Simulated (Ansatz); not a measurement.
Mulliken charges of ClGeH2O, SMILES `[O][GeH2][Cl]` radical from r2SCAN/def2-TZVPP in Ansatz (PBE0-D4/def2-TZVP geometry).

| atom | x (Å) | y (Å) | z (Å) | charge (e) |
| --- | --- | --- | --- | --- |
| O1 | -0.272 | -0.592 | 1.625 | -0.308 |
| Ge2 | 0.124 | -0.081 | -0.034 | 0.578 |
| Cl3 | -1.347 | 1.290 | -0.779 | -0.306 |
| H4 | 0.081 | -1.344 | -0.899 | 0.018 |
| H5 | 1.465 | 0.653 | 0.045 | 0.018 |

Task: By hand: the dipole of these point charges (1 e Å = 4.8032 D).

Result: Σ q r = (0.595, -0.272, -0.297) e Å, of length 0.718 e Å = 3.45 D.

Task: How does the dipole of the full density compare? (Estimate.)

Result: Computed: (0.354, -0.127, -0.251) e Å, 2.17 D; the point charges give 1.59 times that, at 10° from its direction.

Point charges leave out the atoms' own dipoles, such as those of lone pairs, and Mulliken's split depends on the basis, so the two needn't agree.
